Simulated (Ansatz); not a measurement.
Basis sets compared for [MoO3S]2- (MoSO₃²⁻). Charge -2, multiplicity 1. Geometry r2SCAN-D4/def2-SVPD. Ansatz on 4 threads of Arm Neoverse V1 on a shared host; times are rough, and most runs start from earlier orbitals.

```xyz
5

Mo    0.037    0.010   -0.086
O    -1.018    0.986   -1.098
O     1.603    0.804    0.017
O     0.255   -1.556   -0.853
S    -0.877   -0.244    2.020
```

In the def2 sets Mo takes a core potential; there is no spin–orbit coupling. A multiply charged anion in the gas phase is held together partly by the finite basis. Removing one electron lowers the energy by 0.86 eV at PBE0-D4/def2-TZVPD, so it isn't bound. At PBE-D4/def2-SVPD, PBE-D4/def2-TZVPD, PBE0-D4/def2-SVPD, PBE0-D4/def2-TZVPD the highest occupied level of the charge -2 singlet lies above zero (up to 3.63 eV). By energy differences it is unbound by 0.95 eV (vertical, to the charge -1 doublet, at PBE-D4/def2-TZVPD) and held by the finite basis.

| level | functions | energy (Eh) | HOMO (eV) | LUMO (eV) | wall time |
| --- | --- | --- | --- | --- | --- |
| PBE-D4/def2-SVPD | 130 | -691.6420 | 3.61 | 6.60 | 1.2 s |
| PBE0-D4/def2-SVPD | 130 | -691.5727 | 2.53 | 7.05 | 1.6 s |

Task: Estimate the rows for PBE-D4/def2-TZVPD, PBE0-D4/def2-TZVPD (with forces).

Result: 
```json
{"level": "PBE-D4/def2-TZVPD", "functions": "206", "energy (Eh)": "-692.0503", "HOMO (eV)": "3.63", "LUMO (eV)": "5.90", "wall time": "1.9 s"}
{"level": "PBE0-D4/def2-TZVPD (with forces)", "functions": "206", "energy (Eh)": "-691.9815", "HOMO (eV)": "2.58", "LUMO (eV)": "6.27", "wall time": "3.9 s"}
```
